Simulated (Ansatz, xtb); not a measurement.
## Relative energy of two structures of GaH8NO2Si2

We compare I, a singlet given by its coordinates, with II, a singlet given by its coordinates. Both are isolated molecules in the gas phase, relaxed with PBE0-D4/def2-SVP.

I (Å):

| atom | x (Å) | y (Å) | z (Å) |
| --- | --- | --- | --- |
| Ga | -0.6353 | 2.8974 | 0.4531 |
| N | -0.1648 | -0.6704 | 1.1843 |
| O | -1.9645 | 1.2615 | 0.1430 |
| O | 0.4097 | 1.8982 | 1.5942 |
| Si | -1.7683 | -0.0747 | 1.2333 |
| Si | 1.1584 | 0.4509 | 1.5190 |
| H | -2.0102 | 1.0299 | -0.7932 |
| H | -2.1972 | 0.5284 | 2.5148 |
| H | -2.7056 | -1.1315 | 0.7587 |
| H | 0.0015 | -1.6228 | 0.8758 |
| H | 1.8270 | 0.1343 | 2.8158 |
| H | 2.1704 | 0.3159 | 0.4216 |
| H | -0.0849 | 2.9919 | -1.0187 |
| H | -1.5030 | 3.9439 | 1.2204 |

Close contacts (Å): Ga1–O3 2.13, Ga1–O4 1.84, N2–Si5 1.71, N2–Si6 1.77, O3–Si5 1.74, O4–Si6 1.63, Ga1–H13 1.57, Ga1–H14 1.56, N2–H10 1.01, O3–H7 0.97, Si5–H8 1.48, Si5–H9 1.49, Si6–H11 1.49, Si6–H12 1.50.

II (Å):

```xyz
14

Ga   -0.5084    2.6414    0.3071
N     0.8358    1.3812    0.7064
O    -2.0831    1.1315    0.3394
O    -0.6344   -0.5710    1.9535
Si   -1.6389   -0.4980    0.6591
Si    0.8019    0.3381    2.0630
H    -2.8845    1.4458    0.7752
H    -2.9080   -1.1994    0.9809
H    -1.0274   -0.9799   -0.6020
H     0.6982    1.0565    3.3626
H     1.9569   -0.6057    2.0636
H     1.4816    1.1502   -0.0423
H    -0.5111    3.1507   -1.1741
H    -1.0796    3.4275    1.5440
```

Close contacts (Å): Ga1–N2 1.89, Ga1–O3 2.18, N2–Si6 1.71, O3–Si5 1.72, O4–Si5 1.64, O4–Si6 1.70, Ga1–H13 1.57, Ga1–H14 1.57, N2–H12 1.02, O3–H7 0.96, Si5–H8 1.49, Si5–H9 1.48, Si6–H10 1.49, Si6–H11 1.49.

Q: Which of the two would you expect CCSD(T)/def2-SVP + ΔMP2/def2-TZVPP electronic energies to favour?

A: Structure II; the calculation gives E(II) − E(I) = −0.141 eV.

Level by level:

| level | geometry | E(II) − E(I) (eV) | departure from the last row (eV) | job, with rough time for the two |
| --- | --- | --- | --- | --- |
| PBE0-D4/def2-SVP | PBE0-D4/def2-SVP | −0.067 | +0.074 | optimisation, 3.8 min |
| HF/def2-SVP | PBE0-D4/def2-SVP | −0.021 | +0.119 | part of the CCSD(T) run |
| MP2/def2-SVP | PBE0-D4/def2-SVP | −0.068 | +0.073 | part of the CCSD(T) run |
| CCSD(T)/def2-SVP | PBE0-D4/def2-SVP | −0.065 | +0.076 | single point |
| CCSD(T)/def2-SVP + ΔMP2/def2-TZVPP | PBE0-D4/def2-SVP | −0.141 |  | single point, 2.9 min |

HF/def2-SVP finds them nearly level. The largest departure from CCSD(T)/def2-SVP + ΔMP2/def2-TZVPP is that of HF/def2-SVP, 0.119 eV. Levels run at GFN2-xTB geometries aren't shown. The last row adds to CCSD(T) the change of the MP2 difference between the two basis sets, here −0.076 eV.

With thermal terms from frequencies at re-optimised GFN2-xTB minima (ideal gas, soft modes damped towards free rotors, one conformer each, 298.15 K, 1 atm): on the last row, ΔE + ΔZPE = −0.168, ΔH = −0.157, ΔG = −0.188 eV.

The correlated steps freeze 22 core orbitals; the filled d shell of Ga is correlated, in a basis made for valence electrons. Run with Ansatz 0.2.0, xtb 6.7.1; the last row on 2 threads of Arm Neoverse V1 on a shared host.
